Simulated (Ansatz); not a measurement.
Cost and result for the atomization energy of AlGeH₆NSi (`[SiH3][Al]1[NH][GeH2]1`) (10 atoms, 10 bonds).

```xyz
10

Si   -1.501    0.766   -1.839
Al    0.058    0.039   -0.099
N     0.074   -0.560    1.546
Ge    1.952   -0.558    1.187
H    -2.872    0.963   -1.291
H    -1.040    2.048   -2.439
H    -1.565   -0.256   -2.919
H    -0.406   -0.832    2.388
H     2.729    0.363    2.157
H     2.570   -1.972    1.310
```

The species carries charge 0 and has multiplicity 1. Correlated methods include outer-core shells of Ge, which these sets cover unevenly. Scalar relativity is left out up to krypton. All single points use the PBE0-D4/def2-TZVP geometry. Program: Ansatz. All runs use 4 threads of an Intel Xeon on a shared host. Times are those of one run each, without the atoms' runs, and a repeat can differ threefold. Electronic energies, without spin–orbit coupling; frozen cores. CCSD(T)/CBS adds CCSD(T) − MP2 in def2-TZVPP to the MP2 limit, and its time is that of the two runs behind it. T1 = 0.015. With those shells the extrapolation isn't a true limit. HSE06 is the plane-wave form, built on full-range PBE exchange.

CCSD(T)/CBS is a level of theory with its own doubt, some kJ/mol a heavy atom from the limit and from the frozen cores, so smaller differences don't rank the functionals.

```tsv
level	functions	wall time	atomization (kcal/mol)	difference from CCSD(T)/CBS	per bond
LDA (SPW92)/def2-TZVPP	247	1.1 s	760.3	86.1	8.6
BLYP-D4/def2-TZVPP	247	1.6 s	664.9	-9.3	-0.9
PBE0-D4/def2-TZVPP	247	2.5 s	663.9	-10.3	-1.0
BHLYP-D4/def2-TZVPP	247	2.7 s	654.1	-20.1	-2.0
HSE06-D4/def2-TZVPP	247	2.9 s	664.2	-10.0	-1.0
r2SCANh-D4/def2-TZVPP	247	3.9 s	668.6	-5.6	-0.6
CCSD(T)/def2-SVP	112	4 s	619.2	-55.0	-5.5
B2PLYP/def2-TZVPP	247	4.4 s	660.6	-13.6	-1.4
B97M-V/def2-TZVPP	247	6 s	680.0	5.8	0.6
ωB97M-V/def2-TZVPP (with forces)	247	9 s	669.0	-5.2	-0.5
MP2/def2-QZVPP	466	16 s	664.8	-9.4	-0.9
CCSD(T)/def2-TZVPP	247	68 s	654.8	-19.4	-1.9
CCSD(T)/CBS(def2)	–	84 s	674.2	0.0	0.0
```

From r2SCAN to r2SCAN0 (25 % exact exchange), in def2-TZVPP and without D4, the atomization energy moves by −10.9 kcal/mol: exact exchange takes away binding that semilocal exchange gives to molecules. The D4 term adds +8.0 kcal/mol with B3LYP and +4.2 kcal/mol with PBE0; it sums over pairs of atoms, weighted by their polarisabilities, and B3LYP, whose exchange is more repulsive, gets the larger term. At CCSD(T), def2-SVP lies −55.0 kcal/mol from the extrapolated value and def2-TZVPP −19.4 kcal/mol: correlation converges slowly with the basis, and small sets miss more of it in the bonded molecule than in its fragments.

B3LYP here is the variant with VWN-RPA as its local correlation; programs differ in this.

For some Ge, Se and Sn compounds the MP2-based and the directly extrapolated limit differ by 10 to 25 kJ/mol.
